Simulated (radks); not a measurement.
Values are calculated unless marked as measured or tabulated.
Initial-state core-level shifts of the promethium ion Pm+ when its valence configuration changes from [Xe] 4f5 6s1. Code: a radial shooting solver on a logarithmic mesh with Libxc functionals. Model: Dirac Kohn-Sham, PBE, spin-unpolarised, spherical densities, finite nucleus; open shells fill j = l - 1/2 first; Fermi nuclear charge, rms radius 4.962 fm. Shifts are changes of the shell-averaged eigenvalues in eV (positive: less bound); the change of the density at the nucleus, which sets a Mossbauer isomer shift, is in e/bohr^3, on a base of 4.927e+05.

valence	2p	3s	4s	5p	density at nucleus
4f4 6s1 6p1	-10.102	-11.059	-10.570	-5.862	+34.18
4f5 5d1	+1.802	+1.739	+1.762	+1.787	-26.62
4f5.5 6s0.5	+3.471	+3.810	+3.696	+2.079	-22.93
4f5.5 5d0.5	+4.182	+4.481	+4.384	+2.852	-34.69
4f4.5 6s1.5	-4.254	-4.691	-4.492	-2.369	+28.45
4f3 6s1 6p2	-22.034	-24.253	-22.866	-11.967	+78.12
4f4 5d1 6s1	-6.625	-7.642	-7.158	-2.714	+25.91
4f3.5 6s1 6p1.5	-15.877	-17.432	-16.547	-8.898	+55.13
4f4 5d1 6p1	-7.641	-8.658	-8.177	-3.712	-0.62
